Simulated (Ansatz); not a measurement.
Abridged output of a molecular run in Ansatz:

```
Functional definition: HF
900 factors; integrals over basis functions are off by at most 1.2e-3 eV
mean field evaluation 1: about -18431.1179 eV, gradient 1.6e1 eV
mean field evaluation 2: about -18431.1271 eV, gradient 1.6e1 eV
mean field evaluation 4: about -18432.2155 eV, gradient 2.5e0 eV
mean field evaluation 8: about -18432.2368 eV, gradient 6.6e-5 eV
mean field -18432.23679339 eV, -677.3722083383 hartree, gradient 3.3e-6 eV, S^2 0.000000; 0 other end points of the search recorded, 0 dependent functions left out
10 core orbitals not correlated: weight in the atoms' cores, before any rotation towards them, 1.000 or more for the frozen orbitals, at most 0.000 for the correlated occupied ones
reference -18432.23679339 eV, -677.3722083383 hartree; 15, 15 occupied and 58, 58 virtual orbitals, 900 factors
second order -10.95303848 eV of doubles, -0.00000000 eV of singles
cycle   1  -11.81359595 eV  change   -8.6e-1 eV  update   8.4e-2
cycle   2  -12.22095063 eV  change   -4.1e-1 eV  update   2.8e-2
cycle   3  -12.27299705 eV  change   -5.2e-2 eV  update   1.0e-2
cycle   4  -12.27312744 eV  change   -1.3e-4 eV  update   3.2e-3
cycle   5  -12.27271677 eV  change    4.1e-4 eV  update   9.7e-4
cycle   6  -12.27245755 eV  change    2.6e-4 eV  update   3.1e-4
cycle   7  -12.27242441 eV  change    3.3e-5 eV  update   9.2e-5
cycle   8  -12.27242876 eV  change   -4.4e-6 eV  update   3.1e-5
perturbative correction -0.37002922 eV, -0.0135983230 hartree
Total energy: -18444.87925137 eV, -677.8368100996 hartree
```

Its atoms:

```xyz
8

S     1.155   -1.531   -0.201
C    -0.025   -0.199   -0.473
Sb   -0.948    0.292    1.440
H     1.591   -1.661   -1.466
H    -0.829   -0.513   -1.138
H     0.458    0.694   -0.865
H    -1.761    1.641    0.770
H     0.359    1.278    1.933
```

Task: Which basis set was used?
A. def2-TZVPPD
B. cc-pV(Q+d)Z
C. def2-QZVPP
D. def2-SVP

Result: D. It gives 83 functions.

Task: Write the keys of the input that set method, charge and spin (a neutral closed shell needs none for the last two).

Result: 
```yaml
correlation: {method: ccsd_t}
```
